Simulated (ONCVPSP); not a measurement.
## Pt (Z = 78), ONCV: configuration errors across variants

```
Element                 : Pt
Generator               : ONCVPSP 4.0.1
Type                    : optimised norm-conserving Vanderbilt (ONCV)
Functional              : LDA (Perdew-Zunger)
Relativity              : scalar-relativistic
Frozen core             : [Kr] 4d10 4f14
Valence charge          : 18
Reference configuration : 5s2 5p6 5d9 6s1
Partial waves           : 5s+6s: rc 1.80 bohr, ncon 4, nbas 8, qcut 7.2 1/bohr, 2 projectors; 5p: rc 1.60 bohr, ncon 3, nbas 7, qcut 10 1/bohr, 2 projectors, debl 0.4 Ha; 5d: rc 2.45 bohr, ncon 3, nbas 8, qcut 7 1/bohr, 2 projectors, debl 1.9 Ha
Local potential         : polynomial inside 1.50 bohr (lpopt 5, dvloc0 0 Ha)
Core correction         : none
```

In the p channel the program set the typed energies aside and used -2.069, 0.250 Ha.

All-electron excitation energies from the reference (eV): (1) 5s2 5p6 5d9 6s0 9.545; (2) 5s2 5p6 5d8 6s0 29.804; (3) 5s2 5p6 5d7 6s0 62.315; (4) 5s2 5p6 5d10 6s0 0.054.

1 further variants failed, have other tests or too few solved ones, and are left out.

Errors AE − PS in meV (a dash: test not solved or not reliable):

| change | (1) | (2) | (3) | (4) | bound ghosts | GHOST(+) flags above zero |
| --- | --- | --- | --- | --- | --- | --- |
| base | -3.3 | -5.7 | +21 | +2.3 | none | none |
| all radii scaled by about 0.90 (s 1.62, p 1.44, d 2.20 bohr); local potential polynomial inside 1.34 bohr (lpopt 5, dvloc0 0 Ha) | -3.2 | -6.4 | +0.4 | -0.9 | none | s |
| s: nproj 4 | -3.3 | -5.7 | +21 | +2.3 | none | none |
| s: qcut 5.9; p: qcut 8.2; d: qcut 5.8 | -2.8 | -4.1 | +75 | +13 | none | d |
| local potential polynomial inside 1.50 bohr (lpopt 5, dvloc0 7 Ha) | -3.2 | -5.3 | +21 | +2.3 | none | none |
| d: rc 2.34 | -3.5 | -6.2 | +12 | +0.6 | none | none |
| d: debl 5.8 | -3.3 | -10 | +3.5 | +1.0 | none | none |

**Question.** Give the same row for: s: ncon 5, nbas 9.

**Answer.** -2.9, -5.6, +20, +2.9; bound ghosts: none; GHOST(+) flags above zero: none.
